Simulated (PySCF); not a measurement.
PySCF job for Cl3Sb, SMILES [Cl][Sb-]([Cl])[Cl], charge -1, multiplicity 2, PBE-D3(BJ)/def2-SVPD. Geometry: PBE-D3(BJ)/def2-SVPD. The def2 effective core potentials stand for the cores of Sb; spin–orbit coupling is left out.

```python
import numpy as np
from pyscf import gto, scf, dft, df
from pyscf.hessian import thermo

mol = gto.M(
    atom='''
    Sb    0.00000000   -0.00000000   -0.30396030
    Cl    0.00000000    0.00000001    2.17587042
    Cl    0.00000000   -2.62311343   -0.63199476
    Cl    0.00000000    2.62311343   -0.63199477
    ''',
    basis='def2-SVPD',
    ecp={'Sb': 'def2-svp'},
    charge=-1,
    spin=1,
    max_memory=1600,
    verbose=3,
)
mf = dft.UKS(mol, xc='pbe').density_fit(auxbasis='def2-universal-jkfit')
mf.disp = 'd3bj'
mf.grids.level = 3
mf.conv_tol = 1e-11
mf.max_cycle = 100
mf.kernel()
fine, coarse = mf.grids, dft.Grids(mol).set(level=1).build(with_non0tab=True)
for _ in range(3):  # follow internal instabilities
    mf.grids = coarse
    mo, _, stable, _ = mf.stability(return_status=True, nroots=4)
    mf.grids = fine
    if stable:
        break
    mf.kernel(mf.make_rdm1(mo, mf.mo_occ))

# [left out here: the lines that compute and print the analytic Hessian (its translational invariance restored by hand, since the grid's response is missing), thermochemistry and intensities]
```

Output:

```

WARN: HOMO -0.624148243560428 >= LUMO -0.624148243560425

converged SCF energy = -1620.08096448521  <S^2> = 0.75248222  2S+1 = 2.0024807
<class 'pyscf.df.df_jk.DFUKS'> wavefunction is stable in the internal stability analysis

WARN: DFTD3 does not support analytical Hessian, using finite difference


WARN: Mole.unit (angstrom) is changed to Bohr

Mode                                 0                   1                   2
Irrep
Freq [cm^-1]                       38.8472             43.5006             90.1375
Reduced mass [au]                  41.7031             50.4295             36.8261
Force const [Dyne/A]                0.0371              0.0562              0.1763
Char temp [K]                      55.8925             62.5876            129.6878
Normal mode                   x     y     z       x     y     z       x     y     z
       0  Sb                -0.00 -0.00  0.04   -0.06  0.00 -0.00   -0.00 -0.02 -0.00
       1  Cl                 0.00  0.00  0.05    0.02 -0.00 -0.00    0.00  0.13 -0.00
       2  Cl                 0.00  0.01 -0.10    0.09  0.00  0.00    0.00 -0.03 -0.06
       3  Cl                 0.00 -0.01 -0.10    0.09  0.00  0.00    0.00 -0.03  0.06
Mode                                 3                   4                   5
Irrep
Freq [cm^-1]                      220.9677            223.7708            297.7895
Reduced mass [au]                  49.4519             36.0313             42.4249
Force const [Dyne/A]                1.4226              1.0630              2.2166
Char temp [K]                     317.9234            321.9564            428.4528
Normal mode                   x     y     z       x     y     z       x     y     z
       0  Sb                 0.00 -0.06  0.00    0.00  0.00  0.01    0.00 -0.00 -0.04
       1  Cl                -0.00  0.01 -0.00   -0.00 -0.00 -0.02   -0.00  0.00  0.14
       2  Cl                -0.00  0.09  0.00   -0.00 -0.12 -0.01   -0.00 -0.02  0.00
       3  Cl                -0.00  0.09 -0.00   -0.00  0.12 -0.01   -0.00  0.02  0.00
temperature 298.1500 [K]
pressure 101325.00 [Pa]
Rotational constants [GHz] 2.43783 1.03595 0.72701
Symmetry number 2
Zero-point energy (ZPE) 0.00208 [Eh]   5472.995 [J/mol]
                           tot       elec      trans        rot        vib
Entropy [J/mol/K]       381.170      5.763    176.465    117.873     81.069
Cv [J/mol/K]             71.843      0.000     12.472     12.472     46.900
Cp [J/mol/K]             80.158      0.000     20.786     12.472     46.900
Internal energy [J/mol]                      3718.434   3718.434  15808.545
Internal energy [Eh]   -1620.07211  -1620.08096
Enthalpy [J/mol]                             6197.391   3718.434  15808.545
Enthalpy [Eh]          -1620.07117
Gibbs free energy [J/mol]                  -46415.635 -31425.428  -8362.030
Gibbs free energy [Eh] -1620.11445
mode   freq/cm-1   IR/(km/mol)
   1       38.85         3.617
   2       43.50         8.717
   3       90.14         1.018
   4      220.97       241.768
   5      223.77        11.981
   6      297.79        52.861
max |gradient| / (hartree/bohr): 1.5867663949158106e-05
APT charges: [ 1.4109 -0.627  -0.8918 -0.8918]
```

The calculation finished and met its thresholds.
